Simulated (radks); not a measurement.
Ionisation of the niobium ion Nb+, [Kr] 4d4, to [Kr] 4d3 as the strength of local exchange is varied. Calculated with a radial shooting solver on a logarithmic mesh with Libxc functionals: scalar-relativistic Kohn-Sham, Slater X-alpha exchange (alpha = 2/3 is LDA exchange), no correlation, spin-polarised, spherical densities, point nucleus; open shells are filled with parallel spins first (spin-orbit coupling, left out, can overturn this in heavy ions).

| alpha | E(Nb+) (hartree) | exchange (hartree) | IE (eV) | -e of the level emptied (eV) | <r> of it (bohr) |
|---|---|---|---|---|---|
| 0.563 | -3794.45986 | -93.09776 | 12.767 | 8.337 (4d) | 2.174 |
| 0.667 | -3811.72243 | -110.79490 | 14.121 | 9.484 (4d) | 2.081 |
| 0.78 | -3830.56733 | -130.19948 | 15.701 | 10.847 (4d) | 1.990 |
| 0.816 | -3836.59035 | -136.41987 | 16.228 | 11.308 (4d) | 1.964 |
| 0.903 | -3851.18450 | -151.52883 | 17.548 | 12.472 (4d) | 1.902 |
| 1.041 | -3874.44545 | -175.71567 | 19.778 | 14.469 (4d) | 1.815 |

NIST Atomic Spectra Database: 14.320 eV (semi-empirical). The Delta-SCF value meets it near alpha = 0.68. Open shells are spherical and high-spin; term and fine-structure splittings are not resolved.
